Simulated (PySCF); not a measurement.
## Peak assignment

Atom-mapped SMILES (the numbers label the heavy atoms): `[CH3:1][N:2]([CH3:3])[SiH2:4][CH2:5][SiH3:6]`; H(Xn) means a hydrogen on atom n.

Calculated, not measured (PySCF): geometry: GFN2-xTB, PBE0/pcSseg-1 with gauge-including orbitals. No solvent model, non-relativistic Hamiltonian, one computed conformer, rapidly exchanging positions averaged.

Scale: ¹³C and ¹H vs TMS (reference shieldings calculated alike).

(1) Assign these signals to the numbered atoms. ¹³C{¹H} NMR (computed): δ 40.8 (CH3), -9.6 (CH2).

(2) Assign these signals to the numbered atoms. ¹H NMR (400 MHz, computed): δ 4.70 (t, 2H), 3.95 (t, 3H), 2.57 (s, 6H), 0.06 (m, 2H).

## Answers

(1) 
| δ (ppm) | atoms | environment | reason |
| --- | --- | --- | --- |
| 40.8 | C1/C3 | methyl carbon bonded to N | pulled downfield by the heteroatom |
| -9.6 | C5 | sp3 CH2 bonded to 2 Si | an electropositive neighbour leaves it electron-rich and shielded |

(2) 
```tsv
δ (ppm)	atoms	environment	reason
4.70	H(Si4)	hydrogen on a silicon bonded to C, N	–
3.95	H(Si6)	hydrogen on a silicon bonded to C	–
2.57	H(C1)/H(C3)	hydrogen on a methyl carbon bonded to N	its carbon carries N, which withdraws density
0.06	H(C5)	hydrogen on an sp3 CH2 bonded to 2 Si	an electropositive neighbour shields it, as in TMS itself
```

Shifts are as computed. Against solution values, carbons near 30 ppm lie about +3 ppm off and those near 130 ppm about +5 ppm. Of 1211 compounds with measured shifts, 218 miss one by over three times the rms of a fit or turn the order of signals round; such compounds aren't used in these exercises. No couplings were computed; multiplicities are counted from neighbouring protons, with m where these are inequivalent, close in shift, in a saturated or five-membered ring or joined by F or P, and br s for small geminal =CH2 splittings.
